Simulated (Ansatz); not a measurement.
Basis-set extrapolation for BFH4O2Si (`OB[SiH](O)F`) (PBE0-D4/def2-TZVP geometry, frozen core, Ansatz). Multiplicity 1, RHF reference.

```
                      def2-TZVPP   def2-QZVPP
                 HF  -565.405655  -565.428507
    MP2 correlation    -0.943247    -1.023459
CCSD(T) correlation    -1.001046      not run
```

Energies in hartree. Use E(X) = E(∞) + A·exp(−7.88·√X) for Hartree–Fock and E(X) = E(∞) + B·X^(−2.97) for correlation, with X = 3 and 4, and add CCSD(T) minus MP2 of the smaller set to the MP2 limit.

Problem. What is the CCSD(T) energy at the basis-set limit?

Solution. HF limit: -565.428507 + (-0.022852) × 0.13774 = -565.43165. MP2 limit: -1.023459 + (-0.080212) × 0.74074 = -1.08288. Higher-order term: -1.001046 − (-0.943247) = -0.05780. Total: -566.57233 hartree, 434.9 kJ/mol below CCSD(T)/def2-TZVPP.
